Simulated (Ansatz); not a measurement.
This geometry of C2H10ClNSi2 (16 atoms, charge 0, multiplicity 1) is a first-order saddle point.

The calculation used Ansatz, RKS B3LYP/STO-3G.

```xyz
16
Properties=species:S:1:pos:R:3
C -0.674 -1.357 1.087
Si 0.075 -0.480 -0.399
Si 2.348 -0.548 -0.436
Cl -0.650 -1.506 -2.123
C -0.599 1.303 -0.535
N -1.506 1.632 0.647
H -0.292 -2.381 1.183
H -1.767 -1.410 1.004
H -0.433 -0.809 2.008
H 2.823 -1.906 -0.562
H 2.865 0.011 0.792
H 2.854 0.231 -1.541
H -1.091 1.443 -1.520
H 0.243 2.015 -0.500
H -2.407 1.102 0.459
H -1.810 2.637 0.481
```

(1) Which two structures does it join? (They come from a converged band through this point; their orientation in space is the band's.)

(2) How far does it lie above each of them?

Results:

(1) No bond is made or broken. The dihedral Si3–Si2–C5–N6 goes from 178 to -59°.

Initial state:

```xyz
16
Properties=species:S:1:pos:R:3
C -0.314 -1.219 1.468
Si 0.075 -0.434 -0.194
Si 2.263 -0.585 -0.792
Cl -1.102 -1.458 -1.649
C -0.584 1.345 -0.236
N -2.063 1.348 0.134
H -0.151 -2.304 1.453
H -1.360 -1.028 1.740
H 0.323 -0.790 2.254
H 2.694 -1.963 -0.814
H 3.071 0.134 0.167
H 2.478 -0.004 -2.097
H -0.376 1.813 -1.221
H -0.052 1.947 0.522
H -2.540 0.829 -0.661
H -2.386 2.347 -0.029
```

Final state:

```xyz
16
Properties=species:S:1:pos:R:3
C -0.899 -1.415 1.030
Si -0.123 -0.571 -0.464
Si 2.148 -0.601 -0.435
Cl -0.824 -1.631 -2.175
C -0.821 1.187 -0.634
N -0.314 2.030 0.535
H -0.591 -2.465 1.101
H -1.995 -1.390 0.976
H -0.593 -0.912 1.957
H 2.634 -1.951 -0.601
H 2.626 -0.096 0.832
H 2.678 0.219 -1.498
H -1.927 1.170 -0.720
H -0.435 1.646 -1.560
H -0.918 1.745 1.362
H -0.670 3.012 0.340
```

(2) 1.6 kcal/mol above the first and 1.5 kcal/mol above the second. This is the barrier of this one path; another mechanism may lie lower. Limits of this set-up: minimal basis.

Run time: 110 s on 1 thread of Intel(R) Xeon(R) Platinum 8488C (Sapphire Rapids) (shared host), peak memory 0.17 GiB.
